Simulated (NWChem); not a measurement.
System: H₂SeO₂; SMILES [Se](O)O

```xyz
5

Se     0.3991    -0.0105     0.0000
O     -0.7248    -0.0808    -1.3936
H     -0.9860     0.8248    -1.6068
O     -0.7248    -0.0808     1.3936
H     -0.9860     0.8248     1.6068
```
Atoms are numbered in this order, from 1.

Results from NWChem. Medium grid unless said otherwise, to which SCAN and Minnesota functionals are sensitive. Geometry: optimised at PBE0/def2-SVP. Total energies of different functionals are on different scales.

```json
[
 {"level": "B3LYP/def2-SVP", "energy (Ha)": "-2552.7806", "highest occupied level (eV)": "-6.10", "orbital gap (eV)": "5.47", "dipole (D)": "2.97"},
 {"level": "PBE/def2-SVP", "energy (Ha)": "-2552.2385", "highest occupied level (eV)": "-5.00", "orbital gap (eV)": "3.67", "dipole (D)": "2.88"},
 {"level": "KT2/def2-SVP", "energy (Ha)": "-2564.2077", "highest occupied level (eV)": "-5.08", "orbital gap (eV)": "3.61", "dipole (D)": "2.82"},
 {"level": "PW6B95/def2-SVP", "energy (Ha)": "-2553.9931", "highest occupied level (eV)": "-6.48", "orbital gap (eV)": "6.14", "dipole (D)": "2.99"},
 {"level": "BLYP/def2-SVP", "energy (Ha)": "-2552.7654", "highest occupied level (eV)": "-4.81", "orbital gap (eV)": "3.63", "dipole (D)": "2.85"},
 {"level": "OLYP/def2-SVP", "energy (Ha)": "-2553.3911", "highest occupied level (eV)": "-4.89", "orbital gap (eV)": "3.73", "dipole (D)": "2.84"},
 {"level": "MN15/def2-SVP", "energy (Ha)": "-2552.8837", "highest occupied level (eV)": "…", "orbital gap (eV)": "…", "dipole (D)": "…"}
]
```

Problem. Some entries are withheld; supply them.

Solution. 
- MN15/def2-SVP, highest occupied level (eV): -7.13
- MN15/def2-SVP, orbital gap (eV): 7.41
- MN15/def2-SVP, dipole (D): 3.03
